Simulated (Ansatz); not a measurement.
Total energies of CH8N2OSi (`NCO[SiH2]N`).

| atom | x (Å) | y (Å) | z (Å) |
| --- | --- | --- | --- |
| N1 | 0.643 | 1.472 | 2.033 |
| C2 | 0.318 | 0.220 | 1.446 |
| O3 | 0.059 | 0.317 | 0.050 |
| Si4 | -0.338 | -0.968 | -0.902 |
| N5 | -0.581 | -0.529 | -2.529 |
| H6 | 1.469 | 1.868 | 1.601 |
| H7 | -0.115 | 2.132 | 1.913 |
| H8 | -0.567 | -0.184 | 1.950 |
| H9 | 1.153 | -0.471 | 1.612 |
| H10 | 0.771 | -1.960 | -0.853 |
| H11 | -1.602 | -1.568 | -0.394 |
| H12 | 0.200 | -0.297 | -3.120 |
| H13 | -1.411 | -0.033 | -2.808 |

Charge 0, multiplicity 1. All single points use the PBE0-D4/def2-TZVP geometry. It is one conformer, not always the lowest. Basis def2-TZVPP, Ansatz 0.2.0.

RPA on PBE orbitals: Hartree–Fock energy of these orbitals -515.34197 Eh, correlation -1.56758 Eh (frozen core).

```tsv
functional	energy without D4 (Eh)	D4 term (kJ/mol)
LDA (SPW92)	-514.31902	–
PBE	-516.88878	-22.3
BLYP	-517.23461	-49.5
B97M-V	-517.19778	–
PBE0	-516.93354	-18.8
B3LYP	-517.34436	-35.6
r2SCANh	-517.15088	-6.1
HSE06 (plane-wave form)	-516.91525	-17.4
BHLYP	-517.19049	-25.6
CAM-B3LYP	-517.23113	-18.9
LC-ωPBE	-517.09426	–
ωB97X-V	-517.19826	–
ωB97M-V	-517.20252	–
B2PLYP	-517.02210	–
```

Q: Give the same for revPBE, r2SCAN, r2SCAN0, PBE-QIDH. (Best estimate.)

A: Computed: 
```
functional  energy without D4 (Eh)  D4 term (kJ/mol)
    revPBE              -517.17452             -73.6
    r2SCAN              -517.16408              -5.8
   r2SCAN0              -517.13227              -6.7
  PBE-QIDH              -516.82229                 –
```

B3LYP takes the VWN-RPA correlation (the form of Gaussian; ORCA's B3LYP/G). HSE06 is the plane-wave form, built on full-range PBE exchange. The double hybrids freeze the cores in their second-order part.

LC-ωPBE has ω = 0.4 bohr⁻¹.
